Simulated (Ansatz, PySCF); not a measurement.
Dimer: CH4 (SMILES C) (first 5 atoms) with ClH3Si (SMILES [SiH3]Cl); geometry from B3LYP-D3(BJ)/def2-TZVP, rigid monomers moved along the line of their centres of mass till C1···Si6 is 4.36 Å.
(charge 0, multiplicity 1):
```xyz
10

C      0.1990     0.1394     0.0720
H      0.3435     0.5629    -0.9209
H      0.3408     0.9155     0.8224
H     -0.8105    -0.2623     0.1500
H      0.9221    -0.6593     0.2329
Si    -0.2199    -0.8694     4.2894
Cl     0.2216     1.1367     4.5228
H      0.9120    -1.5228     3.6057
H     -1.4508    -0.9893     3.4858
H     -0.4202    -1.4554     5.6293
```

Counterpoise-corrected where a basis set is named; no monomer relaxation.

The values were computed with Ansatz (an electronic-structure program) with Gaussian orbitals; PySCF for the dispersion terms. Values without a source in brackets are computed.

### Question
What interaction energy does PBE0-D3(BJ)/def2-TZVPPD give?

### Answer
-41 meV

### Question
Predict the interaction energy from PBE0/def2-TZVPPD.

### Answer
-12 meV

### Question
What interaction energy does wB97M-V/def2-TZVPPD give?

### Answer
-30 meV
